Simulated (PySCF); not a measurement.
## How methods differ on the ionisation energy of P⁺

P⁺ [Ne] 3s2 3p2 (3P) → P²⁺ [Ne] 3s2 3p1 (2P), as a difference of total energies. Computed with PySCF 2.14 in aug-cc-pCVTZ-DK with one added diffuse shell each of s, p, d, f type (9s8p6d4f, 91 functions), with the spin-free X2C one-electron Hamiltonian (Gaussian nucleus). Correlated levels: valence: [Ne] frozen. The calculations carry no spin-orbit coupling.

```json
{"method": "UHF", "ionisation energy (eV)": "19.152", "plus first-order spin-orbit estimate": "19.145", "difference from reference of that sum (eV)": "-0.624"}
{"method": "MP2 (valence)", "ionisation energy (eV)": "19.606", "plus first-order spin-orbit estimate": "19.600", "difference from reference of that sum (eV)": "-0.169"}
{"method": "SCS-MP2 (valence)", "ionisation energy (eV)": "19.515", "plus first-order spin-orbit estimate": "19.508", "difference from reference of that sum (eV)": "-0.261"}
{"method": "CCSD (valence)", "ionisation energy (eV)": "19.645", "plus first-order spin-orbit estimate": "19.638", "difference from reference of that sum (eV)": "-0.131"}
{"method": "CCSD(T) (valence)", "ionisation energy (eV)": "19.680", "plus first-order spin-orbit estimate": "19.674", "difference from reference of that sum (eV)": "-0.095"}
```

Reference: 19.769 eV (semi-empirical (NIST evaluation); NIST Atomic Spectra Database, ionization energies).

A first-order spin-orbit estimate (lowest level to lowest level, LS coupling) adds -0.007 eV.

Errors of the correlated levels include the incompleteness of this basis and the frozen core.
